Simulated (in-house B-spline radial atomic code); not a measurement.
Removing one electron from Zn²⁺

Closed shell [Ar] 3d10. Computed with a B-spline radial code for spherical atoms: Koopmans values of Dirac-Hartree-Fock plus a diagonal self-energy, in second order or with its direct term screened (direct RPA, with the hole-particle interaction, or full time-dependent Hartree-Fock), linearised in energy; no-pair Dirac-Coulomb Hamiltonian, finite nucleus. Shifts add to the Koopmans value (the ΔSCF shift is orbital relaxation alone); the final value takes TDHF screening with Breit and QED.

Command:
```bash
python run_mb.py task.json out
```
Settings (nuclear radius in fm, box in bohr, cutoff in hartree):
```
basis_form          2
Z                   30
core_configuration  [Ar] 3d10
rms_radius          3.9283
mass_number         64
speed_of_light      137.036
box_radius          16.642
lmax                7
intervals           64
virtual_cutoff      3600.0
```

Time taken, with all properties: 18 s on 1 thread of Intel(R) Xeon(R) Platinum 8488C, on a shared host.

Energies in eV:

| subshell | Koopmans | ΔSCF shift | second order | direct RPA | hole-particle | TDHF | Breit + QED | final |
| --- | --- | --- | --- | --- | --- | --- | --- | --- |
| 3d5/2 | 41.22 | -4.224 | ? | ? | ? | ? | ? | ? |
| 3d3/2 | 41.66 | -4.301 | -4.851 | -1.045 | -1.720 | -1.830 | -0.004 | 39.82 |

(1) What does the self-energy do to 3d5/2?

Answers

(1) It shifts the removal energy by -4.728 eV in second order, -0.999 with direct RPA, -1.665 with the hole-particle term and -1.771 with TDHF screening (quasi-particle weight 0.941); Breit and QED add 0.017 eV. The final value is 39.47 eV, against 39.723 eV (NIST, measured).
